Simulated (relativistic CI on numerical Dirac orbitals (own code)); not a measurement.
Radial parameters of Ru3+

These numbers are calculated, not measured: Dirac-Coulomb-Breit CI, separate exchange-only KLI orbitals for each configuration, model QED, valence Slater integrals scaled by 0.85, P86 correlation energy added to each configuration (own radial code, finite nucleus).

Slater integrals F^k, G^k are unscaled and averaged over j, outside the closed core [Ar] 3d10; ζ comes from projecting the Hamiltonian with its Breit term on Σ l·s of the shell.

- 4s²4p⁶4d⁵: F^2(4d,4d) = 69850, F^4(4d,4d) = 45882, ζ(4d) = 1139.5 cm⁻¹; <r>(4d) = 1.439, <r^2>(4d) = 2.429 (bohr units).
- 4s²4p⁶4d⁴5s: F^2(4d,4d) = 71685, F^4(4d,4d) = 47201, ζ(4d) = 1233.9, G^2(4d,5s) = 16721 cm⁻¹; <r>(4d) = 1.405, <r^2>(4d) = 2.313, <r>(5s) = 2.497, <r^2>(5s) = 6.984 (bohr units).
- 4s²4p⁶4d⁴5p: F^2(4d,4d) = 72219, F^4(4d,4d) = 47599, ζ(4d) = 1260.4, F^2(4d,5p) = 26646, G^1(4d,5p) = 10508, G^3(4d,5p) = 9255.2, ζ(5p) = 2387 cm⁻¹; <r>(4d) = 1.396, <r^2>(4d) = 2.283, <r>(5p) = 2.908, <r^2>(5p) = 9.481 (bohr units).

(1) Give the Racah parameters of the d shell in 4s²4p⁶4d⁵.

In this model ζ of a weakly bound d, f or g electron outside closed shells comes out too small, for d by up to a factor of two or three and at times with the wrong sign; that of an outer p electron is too small as well.

Correlation outside the listed configurations is missing or only estimated: errors of thousands of cm⁻¹ between configurations and terms are usual at this charge. Rates and lifetimes follow the computed energies and can be off by large factors. The fine structure of a lone outer electron comes out too small, for d and f at times inverted, and misplaced configurations move strength between like terms.

Averages of the first 10 configurations, taken without configuration mixing, which lowers the lowest level and can move excited configurations by several eV; other configurations of the list can lie among them:

```
Configuration  Parity  States  Average energy above the lowest level (eV)
    4s²4p⁶4d⁵    even     252                                         4.9
  4s²4p⁶4d⁴5s    even     420                                        15.1
  4s²4p⁶4d⁴5p     odd    1260                                        22.0
  4s²4p⁶4d⁴4f     odd    2940                                        35.0
 4s²4p⁶4d³5s²    even     120                                        27.9
  4s²4p⁶4d⁴5d    even    2100                                        31.0
  4s²4p⁶4d⁴6s    even     420                                        32.0
    4s²4p⁵4d⁶     odd    1260                                        52.3
  4s²4p⁶4d⁴6p     odd    1260                                        34.6
4s²4p⁶4d³5s5p     odd    1440                                        34.2
```

Results:

(1) B = F²/49 − 5F⁴/441 = 905 cm⁻¹ and C = 35F⁴/441 = 3641 cm⁻¹; values fitted to spectra at such low charge are typically 15 to 30 % smaller.
